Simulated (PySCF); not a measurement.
hexafluoroethane (C$_{2}$F$_{6}$), singlet, at a GFN2-xTB geometry; MP2/STO-3G in PySCF.

PySCF was given this input:
```python
from pyscf import gto, scf, mp

mol = gto.Mole()
mol.atom = '''
    F     1.40411511   -0.28283952   -1.02131229
    C     0.76712540   -0.06168844    0.12248110
    F     1.24344065    1.05549696    0.65908857
    F     1.02641252   -1.06809983    0.94881838
    C    -0.76712540    0.06168844   -0.12248110
    F    -1.02641252    1.06809983   -0.94881838
    F    -1.24344065   -1.05549696   -0.65908857
    F    -1.40411511    0.28283952    1.02131229
'''
mol.basis = 'sto-3g'
mol.verbose = 4
mol.build()

mf = scf.RHF(mol)
mf.kernel()

pt = mp.MP2(mf)
pt.kernel()
print('E(MP2) = %.10f' % pt.e_tot)
```

It wrote (shortened):

```
PySCF version 2.14.0

[INPUT] verbose = 4
[INPUT] num. atoms = 8
[INPUT] num. electrons = 66
[INPUT] charge = 0
[INPUT] spin (= nelec alpha-beta = 2S) = 0
[INPUT] symmetry False subgroup None
[INPUT] Mole.unit = angstrom
[INPUT] Symbol           X                Y                Z      unit          X                Y                Z       unit  Magmom
[INPUT]  1 F      1.404115110000  -0.282839520000  -1.021312290000 AA    2.653393005264  -0.534489230003  -1.930000515752 Bohr   0.0
[INPUT]  2 C      0.767125400000  -0.061688440000   0.122481100000 AA    1.449656909197  -0.116574256652   0.231455734435 Bohr   0.0
[INPUT]  3 F      1.243440650000   1.055496960000   0.659088570000 AA    2.349762280651   1.994600179711   1.245496889131 Bohr   0.0
[INPUT]  4 F      1.026412520000  -1.068099830000   0.948818380000 AA    1.939638553625  -2.018416152395   1.793006880154 Bohr   0.0
[INPUT]  5 C     -0.767125400000   0.061688440000  -0.122481100000 AA   -1.449656909197   0.116574256652  -0.231455734435 Bohr   0.0
[INPUT]  6 F     -1.026412520000   1.068099830000  -0.948818380000 AA   -1.939638553625   2.018416152395  -1.793006880154 Bohr   0.0
[INPUT]  7 F     -1.243440650000  -1.055496960000  -0.659088570000 AA   -2.349762280651  -1.994600179711  -1.245496889131 Bohr   0.0
[INPUT]  8 F     -1.404115110000   0.282839520000   1.021312290000 AA   -2.653393005264   0.534489230003   1.930000515752 Bohr   0.0

nuclear repulsion = 461.930288918819
number of shells = 24
number of NR pGTOs = 120
number of NR cGTOs = 40
basis = sto-3g
ecp = {}

******** <class 'pyscf.scf.hf.RHF'> ********
method = RHF
initial guess = minao
damping factor = 0
level_shift factor = 0
DIIS = <class 'pyscf.scf.diis.CDIIS'>
diis_start_cycle = 1
diis_space = 8
diis_damp = 0
SCF conv_tol = 1e-09
SCF conv_tol_grad = None
SCF max_cycles = 50
direct_scf = True
direct_scf_tol = 1e-13
Set gradient conv threshold to 3.16228e-05
Initial guess from minao.
init E= -664.434807490173
  HOMO = -0.414426795019183  LUMO = 0.288837549497089  gap/eV = 19.13680
cycle= 1 E= -662.648288408829  delta_E= 1.79  |g|= 1.05  |ddm|= 3.77
  HOMO = -0.425139807255646  LUMO = 0.287760010175564  gap/eV = 19.39899
cycle= 2 E= -663.001746697614  delta_E= -0.353  |g|= 0.356  |ddm|=  1.8
  HOMO = -0.386720792569618  LUMO = 0.484375136610474  gap/eV = 23.70373
cycle= 3 E= -663.039676636815  delta_E= -0.0379  |g|= 0.0606  |ddm|= 0.464
  HOMO = -0.391762955627841  LUMO = 0.495861205587308  gap/eV = 24.15348
cycle= 4 E= -663.042332916334  delta_E= -0.00266  |g|= 0.0063  |ddm|= 0.181
  HOMO = -0.390894096516578  LUMO = 0.494558344499963  gap/eV = 24.09439
cycle= 5 E= -663.04235703344  delta_E= -2.41e-05  |g|= 0.000821  |ddm|= 0.0156
  HOMO = -0.390965821513756  LUMO = 0.494896045358128  gap/eV = 24.10553
cycle= 6 E= -663.042357380163  delta_E= -3.47e-07  |g|= 6.82e-05  |ddm|= 0.00191
  HOMO = -0.390955698718579  LUMO = 0.494897076212511  gap/eV = 24.10528
cycle= 7 E= -663.042357382757  delta_E= -2.59e-09  |g|= 6.59e-06  |ddm|= 0.000177
  HOMO = -0.390955535435472  LUMO = 0.494899147114175  gap/eV = 24.10533
cycle= 8 E= -663.042357382785  delta_E= -2.82e-11  |g|= 1.46e-06  |ddm|= 1.71e-05
  HOMO = -0.390955640879649  LUMO = 0.494899040322098  gap/eV = 24.10533
Extra cycle  E= -663.042357382785  delta_E=    0  |g|= 6.4e-07  |ddm|= 2.7e-06
converged SCF energy = -663.042357382785

******** <class 'pyscf.mp.mp2.RMP2'> ********
nocc = 33, nmo = 40
E(RMP2) = -663.22914701953  E_corr = -0.186789636745436
E(SCS-RMP2) = -663.23834188696  E_corr = -0.195984504175012
E_corr(same-spin) = -0.0324958383686672
E_corr(oppo-spin) = -0.154293798376769
E(MP2) = -663.2291470195
```
